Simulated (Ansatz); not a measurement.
System: C3H4NSSi, charge 0, multiplicity 2. It need not be the lowest isomer of its formula. SMILES: [SiH3]c1[c]scn1
Geometry: optimised at B3LYP-D3(BJ)/def2-TZVP (Ansatz, a program for electronic structure).

Wanted: atomisation energy (electronic, to ground-state atoms), in kcal/mol. Cores are frozen in the correlated levels unless marked. Open shells are spin-unrestricted. No spin-orbit coupling. No relativistic terms. The coupled-cluster limit lacks core correlation, which all-electron functionals hold. Basis-set limits of correlation are two-point, X^-3; Hartree-Fock from the larger set.

The UHF reference is spin-contaminated (<S^2> 0.36 over the pure value in the largest basis). 

| level | program | atomisation energy (kcal/mol) |
|---|---|---|
| PBE/def2-TZVPD | Ansatz | 961.3 |
| PBE-D3(BJ)/def2-TZVPD | Ansatz + dftd3 | 968.0 |
| BLYP/def2-TZVPD | Ansatz | ___ |
| revPBE/def2-TZVPD | Ansatz | 921.0 |
| r2SCAN/def2-TZVPD | Ansatz | 934.9 |
| r2SCAN-D3(BJ)/def2-TZVPD | Ansatz + dftd3 | 936.8 |
| PBE0-D4/def2-TZVP | Ansatz + dftd4 | 939.8 |
| PBE0/def2-TZVP | Ansatz | 933.8 |
| CAM-B3LYP/def2-TZVPD | Ansatz | ___ |
| PBE-QIDH/def2-TZVPD | Ansatz | 922.1 |
| SCS-MP2/6-31G* | Ansatz | 820.8 |
| SCS-MP2/cc-pV(D+d)Z | Ansatz | 835.0 |
| CCSD/STO-3G | Ansatz | 927.6 |
| CCSD/cc-pV(T+d)Z | Ansatz | 865.5 |
| CCSD(T)/CBS(cc-pV(T+d)Z,cc-pV(Q+d)Z) | Ansatz | 922.4 |

Problem. Some entries are withheld; supply them.

Solution. 
- BLYP/def2-TZVPD, atomisation energy (kcal/mol): 919.2
- CAM-B3LYP/def2-TZVPD, atomisation energy (kcal/mol): 920.4
